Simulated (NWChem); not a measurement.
Everything below was run with NWChem. System: CH3ClOSW, charge 0, spin multiplicity 1, at a geometry optimised with PBE0/def2-SVP with def2 effective core potentials on W. The structure started from a generated list of species. Level: G0W0@PBE/def2-TZVP with def2 effective core potentials on W, RI basis def2-tzvp-rifit, no spin-orbit coupling.

Input file:

```
start mol
memory heap 200 mb stack 700 mb global 1700 mb
geometry units angstroms nocenter noautoz noautosym
  W      0.074502     0.125129    -0.073903
  O      1.348751     0.727287    -1.009425
  S      0.827136    -0.395634     1.848430
  Cl    -1.114240    -1.529482    -1.095091
  C     -1.104557     1.816957     0.271667
  H     -0.531161     2.641642     0.721737
  H     -1.942087     1.557850     0.940530
  H     -1.494661     2.152270    -0.706404
end
basis spherical
  * library def2-tzvp
end
ecp
  W library def2-ecp
end
basis "ri basis" bse spherical
  * library def2-tzvp-rifit
end
dft
  xc xpbe96 cpbe96
  iterations 100
  direct
  tolerances tight
end
task dft energy
gw
  method cdgw
  states alpha occ 4 vir 2
end
task dft gw
```

Part of the output:

```
             Northwest Computational Chemistry Package (NWChem) 7.3.0
             --------------------------------------------------------

                                NWChem Input Module
                                -------------------

 Scaling coordinates for geometry "geometry" by  1.889725989
 (inverse scale =  0.529177249)

                             Geometry "geometry" -> ""
                             -------------------------

 Output coordinates in angstroms (scale by  1.889725989 to convert to a.u.)

  No.       Tag          Charge          X              Y              Z
 ---- ---------------- ---------- -------------- -------------- --------------
    1 W                   74.0000     0.07450200     0.12512900    -0.07390300
    2 O                    8.0000     1.34875100     0.72728700    -1.00942500
    3 S                   16.0000     0.82713600    -0.39563400     1.84843000
    4 Cl                  17.0000    -1.11424000    -1.52948200    -1.09509100
    5 C                    6.0000    -1.10455700     1.81695700     0.27166700
    6 H                    1.0000    -0.53116100     2.64164200     0.72173700
    7 H                    1.0000    -1.94208700     1.55785000     0.94053000
    8 H                    1.0000    -1.49466100     2.15227000    -0.70640400

 Effective nuclear repulsion energy (a.u.)    1075.5473136418

            Nuclear Dipole moment (a.u.)
            ----------------------------
        X                 Y               Z
 ---------------- ---------------- ----------------
     0.0000018897     0.0000151178    -0.0000453534


 Summary of "ao basis" -> "" (spherical)
 ------------------------------------------------------------------------------
       Tag                 Description            Shells   Functions and Types
 ---------------- ------------------------------  ------  ---------------------
 *                         def2-tzvp                  on all atoms

 Summary of "ri basis" -> "" (spherical)
 ------------------------------------------------------------------------------
       Tag                 Description            Shells   Functions and Types
[...]
     L   x y z        total         alpha         beta         nuclear
     -   - - -        -----         -----         ----         -------
     0   0 0 0      0.000000    -32.000000    -32.000000     64.000000

     1   1 0 0     -0.863173      3.792063      3.792063     -8.447300
     1   0 1 0      0.419464      7.303510      7.303510    -14.187556
     1   0 0 1     -0.019547     -4.199443     -4.199443      8.379340

     2   2 0 0    -46.945087   -131.124689   -131.124689    215.304291
     2   1 1 0     -2.084330    -22.515866    -22.515866     42.947402
     2   1 0 1      0.389306    -55.661109    -55.661109    111.711524
     2   0 2 0    -44.497514   -166.107267   -166.107267    287.717019
     2   0 1 1      0.921078    -27.363935    -27.363935     55.648949
     2   0 0 2    -47.382011   -176.584709   -176.584709    305.787407

 Task  times  cpu:      221.0s     wall:      221.0s

                                NWChem Input Module
                                -------------------

                                 NWChem GW Module
                                 ----------------

                             ***********************
                             ***        GW       ***
                             ***********************

 Summary of "ri basis" -> "ri basis" (spherical)
 ------------------------------------------------------------------------------
       Tag                 Description            Shells   Functions and Types
 ---------------- ------------------------------  ------  ---------------------
 W                      def2-tzvp-rifit             33      151   8s8p7d5f3g2h
 O                      def2-tzvp-rifit             22       76   8s6p4d3f1g
 S                      def2-tzvp-rifit             29      113   9s7p6d5f2g
 Cl                     def2-tzvp-rifit             29      113   9s7p6d5f2g
 C                      def2-tzvp-rifit             22       76   8s6p4d3f1g
 H                      def2-tzvp-rifit              7       15   4s2p1d

                 Memory Information
                 ------------------
          Available GA per process is          1699.7 MBs
          Available stack per process is        700.0 MBs
          Available heap per process is           0.1 MBs

          Peak memory in Initialization
              Peak GA per process is                 31.6 MBs
              Peak stack per process is               0.4 MBs
              Peak heap per process is               32.7 MBs
              Memory not in MA per process            0.0 MBs

          Peak memory in CDGW Calculation
              Peak GA per process is                 37.0 MBs
              Peak stack per process is               5.0 MBs
              Peak heap per process is                4.9 MBs
              Memory not in MA per process            0.0 MBs

          Computing 2-center integrals
          Computing Inverse Cholesky factor
          Computing 3-center integrals
          Computing Vxc

          Computing Sigma_x
          Computing W(iw) on the imaginary grid
          Solving quasiparticle equations

                  Alpha Orbitals
          State     Energy (eV)     Error (eV)
          -----------------------------------
@GW        29        -10.785           0.002
@GW        30        -10.446           0.002
@GW        31         -9.686           0.002
@GW        32         -9.025           0.002
@GW        33         -1.068           0.002
@GW        34         -0.317           0.002

     GW Timing Statistics
   ------------------------
   Init.   :          0.6s
     ERIs  :         12.5s
     Distr.:          0.1s
     Vxc   :          4.5s
   Vmo     :          0.0s
   iW      :         19.2s
   I_n     :          0.0s
   R_n     :          8.7s
   GW total:         45.6s

 Task  times  cpu:       45.6s     wall:       45.6s

 Total times  cpu:      266.7s     wall:      266.7s
```
